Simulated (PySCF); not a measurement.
C3H10ClGaS: core ionisation energies

Compound: C3H10ClGaS.
Numbering: `[CH3:1][S+:2]([CH3:3])[GaH2-:4][CH2:5][Cl:6]`

Geometry (PBE0-D3(BJ)/def2-SVP, Å), atoms numbered from 1 in this order:
```xyz
16
C3H10ClGaS angstrom
C     -0.9575    1.5675    0.0831
S     -1.2613   -0.0091   -0.7387
C     -1.9782   -0.9589    0.6159
Ga     1.0688   -1.0831   -0.9187
C      2.2041    0.3429   -0.0901
Cl     3.8736   -0.3492   -0.1361
H     -1.9134    2.0320    0.3625
H     -0.4404    2.2133   -0.6389
H     -0.3225    1.4351    0.9697
H     -2.1709   -1.9674    0.2272
H     -1.2749   -1.0314    1.4572
H     -2.9253   -0.5011    0.9343
H      1.1556   -1.2285   -2.4809
H      0.7250   -2.3134    0.0082
H      1.9877    0.5609    0.9654
H      2.2401    1.2911   -0.6448
```

Method: delta-SCF UKS SCAN, pcX-2 on the ionised atom, pcseg-1 elsewhere, spin-free X2C (PySCF). These are vertical core ionisation energies against the vacuum level, from separate self-consistent calculations with and without the core hole.

What binding energy does each computed site have?

| atom(s) | environment | level | binding energy (eV) | 2p1/2 (eV) | above the level's lowest (eV) | count |
| --- | --- | --- | --- | --- | --- | --- |
| C1/C3 | S-methyl carbon | C 1s | 292.08 | – | +1.23 | 2 |
| S2 | sulfur bonded to 2 C and Ga | S 1s | 2478.22 | – | 0.00 | 1 |
| C5 | sp3 C–Cl carbon | C 1s | 290.85 | – | 0.00 | 1 |
| Cl6 | alkyl chlorine | Cl 2p3/2 | 205.22 | 206.88 | 0.00 | 1 |
| Cl6 | alkyl chlorine | Cl 1s | 2827.84 | – | 0.00 | 1 |

Lowest listed C 1s: C5, bonded to Cl, 2 H and Ga. Highest, 1.23 eV above it: C1/C3, bonded to S and 3 H.

Which effective nuclear charge Zeff reproduces each element's mean 1s value in the hydrogen-like formula E = 13.606 eV × Zeff²?

C (Z = 6): mean 291.7 eV, Zeff = 4.63, Z − Zeff = 1.37; S (Z = 16): mean 2478.2 eV, Zeff = 13.50, Z − Zeff = 2.50; Cl (Z = 17): mean 2827.8 eV, Zeff = 14.42, Z − Zeff = 2.58. Means run over the listed sites, weighted by atom count.

Which photon energy gives electrons from Cl 2p3/2 of Cl6 a kinetic energy of 200 eV, and what is their de Broglie wavelength?

hν = 205.22 + 200 = 405.22 eV, recoil neglected; λ = 12.264 Å/√(E/eV) = 0.87 Å.

Topologically equivalent atoms share the value of their first member; where this conformer doesn't relate them by symmetry, their own values could differ. Not every level is listed. The 2p values add to the ΔSCF energy of one spin-free hole a correction within the shell (spin–orbit coupling, ligand field). 2p1/2 minus 2p3/2 (ligand field included): Cl 1.65 eV. No level of gallium is listed. The structure is a single PBE0-D3(BJ)/def2-SVP conformer in the gas phase; no vibrational or solvent corrections.
